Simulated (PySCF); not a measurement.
Members of one series of related molecules.

All values: PBE0/pcSseg-1 (PySCF) at GFN2-xTB geometries, gas phase, one conformer each.

(1) Rank by the highest IAO charge on any atom, lowest value first.
A. `CSC[Si@H]([SiH2]F)S[SiH3]`
B. `FC[Si@H](CSC)[SiH2]F`
C. `CC[Si@H](CSC)[SiH2]F`

(2) Rank by LUMO energy, highest first.
A. `CSC[Si@@H](CF)[SiH2]F`
B. `C1C(C1)[Si@H](CSC)[SiH2]F`
C. `F[SiH2][Si@H](CSC)C(F)F`

Answers

(1) C (+0.784 e), A (+0.805 e), B (+0.820 e).

(2) B (-0.63 eV), A (-0.90 eV), C (-1.10 eV).

All values together:

| SMILES | change | formula | μ (D) | HOMO (eV) | LUMO (eV) | lowest IAO charge (e) | highest IAO charge (e) | lowest Hirshfeld charge (e) | highest Hirshfeld charge (e) |
| --- | --- | --- | --- | --- | --- | --- | --- | --- | --- |
| CSC[SiH2][SiH2]F | parent | C2H9FSSi2 | 3.25 | -6.63 | -0.88 | -0.615 (C) | +0.815 (Si) | -0.218 (F) | +0.337 (Si) |
| CSC[Si@H]([SiH2]F)C1CC1 | H on Si replaced by cPr | C5H13FSSi2 | 2.25 | -6.42 | -0.63 | -0.610 (C) | +0.804 (Si) | -0.219 (F) | +0.331 (Si) |
| CSC[Si@H]([SiH2]F)S[SiH3] | H on Si replaced by SSiH3 | C2H11FS2Si3 | 1.90 | -6.65 | -1.17 | -0.616 (C) | +0.805 (Si) | -0.206 (F) | +0.335 (Si) |
| CSC[Si@@H]([SiH2]F)C(F)F | H on Si replaced by CHF2 | C3H9F3SSi2 | 2.19 | -6.70 | -1.10 | -0.614 (C) | +0.829 (Si) | -0.216 (F) | +0.351 (Si) |
| C=C[Si@@H](CSC)[SiH2]F | H on Si replaced by vinyl | C4H11FSSi2 | 0.97 | -6.31 | -1.01 | -0.616 (C) | +0.813 (Si) | -0.218 (F) | +0.338 (Si) |
| CC[Si@H](CSC)[SiH2]F | H on Si replaced by C2H5 | C4H13FSSi2 | 2.11 | -6.13 | -0.90 | -0.608 (C) | +0.784 (Si) | -0.208 (F) | +0.332 (Si) |
| CSC[Si@@H](CF)[SiH2]F | H on Si replaced by CH2F | C3H10F2SSi2 | 3.38 | -6.68 | -0.90 | -0.614 (C) | +0.820 (Si) | -0.218 (F) | +0.340 (Si) |
| C#C[Si@H](CSC)[SiH2]F | H on Si replaced by ethynyl | C4H9FSSi2 | 2.12 | -6.49 | -1.07 | -0.615 (C) | +0.826 (Si) | -0.213 (F) | +0.344 (Si) |
| CC#C[Si@H](CSC)[SiH2]F | H on Si replaced by propynyl | C5H11FSSi2 | 1.12 | -6.17 | -0.95 | -0.621 (C) | +0.812 (Si) | -0.215 (F) | +0.340 (Si) |

Conformers: `[CH3:1][S:2][CH2:3][SiH2:4][SiH2:5][F:6]` with C1–S2–C3–Si4 -179°, S2–C3–Si4–Si5 60°, C3–Si4–Si5–F6 168°; `[CH3:1][S:2][CH2:3][Si@H:4]([SiH2:5][F:6])[CH:7]1[CH2:8][CH2:9]1` with C1–S2–C3–Si4 -176°, S2–C3–Si4–Si5 65°, C3–Si4–Si5–F6 71°, C3–Si4–C7–C8 -102°; `[CH3:1][S:2][CH2:3][Si@H:4]([SiH2:5][F:6])[S:7][SiH3:8]` with C1–S2–C3–Si4 180°, S2–C3–Si4–Si5 -63°, C3–Si4–Si5–F6 179°, C3–Si4–S7–Si8 177°; `[CH3:1][S:2][CH2:3][Si@@H:4]([SiH2:5][F:6])[CH:7]([F:8])[F:9]` with C1–S2–C3–Si4 -177°, S2–C3–Si4–Si5 -176°, C3–Si4–Si5–F6 -61°, C3–Si4–C7–F8 176°; `[CH2:1]=[CH:2][Si@@H:3]([CH2:4][S:5][CH3:6])[SiH2:7][F:8]` with C1–C2–Si3–C4 160°, C2–Si3–C4–S5 -32°, Si3–C4–S5–C6 -59°, C2–Si3–Si7–F8 116°; `[CH3:1][CH2:2][Si@H:3]([CH2:4][S:5][CH3:6])[SiH2:7][F:8]` with C1–C2–Si3–C4 -177°, C2–Si3–C4–S5 149°, Si3–C4–S5–C6 66°, C2–Si3–Si7–F8 114°; `[CH3:1][S:2][CH2:3][Si@@H:4]([CH2:5][F:6])[SiH2:7][F:8]` with C1–S2–C3–Si4 -166°, S2–C3–Si4–C5 -59°, C3–Si4–C5–F6 173°, C3–Si4–Si7–F8 88°; `[CH:1]#[C:2][Si@H:3]([CH2:4][S:5][CH3:6])[SiH2:7][F:8]` with C2–Si3–C4–S5 176°, Si3–C4–S5–C6 -78°, C2–Si3–Si7–F8 -65°; `[CH3:1][C:2]#[C:3][Si@H:4]([CH2:5][S:6][CH3:7])[SiH2:8][F:9]` with C3–Si4–C5–S6 53°, Si4–C5–S6–C7 66°, C3–Si4–Si8–F9 -71°.

Task: Give the shifts from the parent, `CSC[SiH2][SiH2]F`.

Result: 
```csv
SMILES,change in μ (D),change in HOMO (eV),change in LUMO (eV)
CSC[Si@H]([SiH2]F)C1CC1,-1.00,+0.21,+0.25
CSC[Si@H]([SiH2]F)S[SiH3],-1.35,-0.02,-0.29
CSC[Si@@H]([SiH2]F)C(F)F,-1.06,-0.07,-0.22
C=C[Si@@H](CSC)[SiH2]F,-2.28,+0.32,-0.13
CC[Si@H](CSC)[SiH2]F,-1.14,+0.50,-0.02
CSC[Si@@H](CF)[SiH2]F,+0.13,-0.05,-0.02
C#C[Si@H](CSC)[SiH2]F,-1.13,+0.14,-0.19
CC#C[Si@H](CSC)[SiH2]F,-2.13,+0.46,-0.07
```
